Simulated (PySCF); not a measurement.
**Neon: a sound run and one with changed settings**

Sound run: Ne⁺ [He] 2s2 2p5, Ne²⁺ [He] 2s2 2p4. Calculation: PySCF 2.14, in x2c-SVPall (3s2p1d, 14 functions); the spin-free X2C one-electron Hamiltonian (Gaussian nucleus). In the sound run the correlated levels freeze 1s2. The sound run starts from symmetry-adapted Hartree-Fock orbitals and uses a fine grid where one is needed.

Changed run: basis STO-3G, all-electron and non-relativistic. This setting is unsound on purpose.

```tsv
species	method	sound run (hartree)	changed run (hartree)	converged
Ne⁺	UHF	-127.78475	-126.06147	yes
Ne⁺	B3LYP	-128.15317	-126.34172	yes
Ne⁺	LDA	-127.38452	-125.56721	yes
Ne⁺	MP2	-127.91498	-126.06147	yes
Ne²⁺	UHF	-126.33219	-124.57400	yes
Ne²⁺	B3LYP	-126.62769	-124.79969	yes
Ne²⁺	LDA	-125.85349	-124.03297	yes
Ne²⁺	MP2	-126.42149	-124.57400	yes
```

Ionisation energy of Ne⁺:

```json
{"method": "UHF", "sound run (eV)": "39.526", "changed run (eV)": "40.476"}
{"method": "B3LYP", "sound run (eV)": "41.510", "changed run (eV)": "41.961"}
{"method": "LDA", "sound run (eV)": "41.662", "changed run (eV)": "41.749"}
{"method": "MP2", "sound run (eV)": "40.640", "changed run (eV)": "40.476"}
{"method": "SCS-MP2", "sound run (eV)": "40.586", "changed run (eV)": "40.476"}
```

A minimal basis cannot let orbitals breathe on ionisation and holds almost no correlation. The Hamiltonian changed with the basis, so the totals do not compare.

For comparison, NIST gives 40.963 eV between the lowest levels.
